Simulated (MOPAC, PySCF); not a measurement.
C8H13BO, SMILES `[C@H]1(C=O)[C@@H]2C[C@@H](CC2)[C@H]1B`, neutral singlet in the gas phase. 

Cartesian coordinates (Å):
SMILES: C1[C@@H]2[C@H](C=O)[C@@H]([C@H](C1)C2)B
```xyz
23

B      1.8516    -1.3622    -0.8542
C      0.9749    -0.6662     0.2165
C     -0.4526    -1.1575     0.5112
C     -1.3285    -0.8456    -0.7141
C     -1.4993     0.6940    -0.6393
C     -0.6561     1.0810     0.5876
C     -0.9350    -0.1060     1.5169
C      0.8541     0.8834     0.2871
C      1.3057     1.5808    -0.9672
O      1.8680     2.6408    -0.9982
H      2.8590    -0.8295    -1.2645
H      1.6221    -2.5031    -1.1897
H      1.6416    -0.9853     1.0617
H     -0.4949    -2.2072     0.8340
H     -2.2998    -1.3591    -0.6458
H     -0.8548    -1.1832    -1.6494
H     -2.5503     0.9670    -0.4601
H     -1.1981     1.2139    -1.5604
H     -0.8766     2.0818     0.9842
H     -2.0019    -0.1983     1.7761
H     -0.3426    -0.0846     2.4452
H      1.4411     1.3160     1.1117
H      1.0725     1.0290    -1.9209
```
Charge 0, spin multiplicity 1.

All levels are single points at this geometry (PBE0-D4/def2-SVP); Pople sets use spherical d functions. Orbital energies aren't observables, and empty levels follow the basis.

```
level                          HOMO (eV)  LUMO (eV)  gap (eV)  dipole (D)  vertical IE, Delta-SCF (eV)
-----------------------------  ---------  ---------  --------  ----------  ---------------------------
PBE-D3(BJ)/def2-TZVP in PySCF      -5.77      -2.38      3.39        3.19                            –
PBE0-D4/def2-TZVP in PySCF         -7.27      -1.41      5.86        3.32                         9.30
B3LYP/6-311+G** in PySCF           -7.11      -1.67      5.44        3.41                            –
M06-2X/6-31G* in PySCF             -8.55      -0.14      8.41        3.11                            –
AM1 in MOPAC                      -10.27       1.07     11.34        2.73                            –
PM3 in MOPAC                      -10.40       0.33     10.73        2.74                            –
```
